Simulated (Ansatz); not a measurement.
Basis sets compared for the cluster Ca4O3. The state is a singlet with charge 0. Geometry r2SCAN-D4/def2-SVP. Ansatz on 4 threads of Arm Neoverse V2 on a shared host; times are rough, and most runs start from earlier orbitals.

```xyz
7

Ca    1.6806    3.1669    0.5975
Ca   -1.5444   -2.7757   -0.7444
Ca    0.5132    0.0905    1.5366
Ca   -0.3229    0.2989   -1.5254
O     0.6820    1.4826   -0.0753
O     0.1574   -1.4458   -0.0965
O    -1.1659   -0.8174    0.3076
```

The structure holds 1 bond(s) between oxygen atoms. The restricted singlet is unstable towards broken spin symmetry in Hartree–Fock (as tested in another run); at PBE-D4/def2-SVP, PBE-D4/def2-TZVP, PBE0-D4/def2-SVP, PBE0-D4/def2-TZVP this wasn't settled. Another isomer (singlet) lies 4.65 eV lower at PBE0-D4/def2-TZVP; other spin states weren't run for this one.

Binding counts from free atoms (Ca singlet, O triplet) in the same basis, without a counterpoise term.

```tsv
level	functions	energy (Eh)	HOMO (eV)	LUMO (eV)	binding per atom (eV)	wall time
PBE-D4/def2-SVP	138	-2934.5902	-2.90	-2.18	3.41	2.5 s
PBE0-D4/def2-SVP	138	-2934.7419	-3.35	-1.78	3.13	3.4 s
```

(1) Estimate the rows for PBE-D4/def2-TZVP (with forces), PBE0-D4/def2-TZVP.

## Answers

(1) 
```json
{"level": "PBE-D4/def2-TZVP (with forces)", "functions": "237", "energy (Eh)": "-2935.1904", "HOMO (eV)": "-2.90", "LUMO (eV)": "-2.19", "binding per atom (eV)": "3.29", "wall time": "4.9 s"}
{"level": "PBE0-D4/def2-TZVP", "functions": "237", "energy (Eh)": "-2935.3379", "HOMO (eV)": "-3.36", "LUMO (eV)": "-1.80", "binding per atom (eV)": "3.03", "wall time": "8 s"}
```
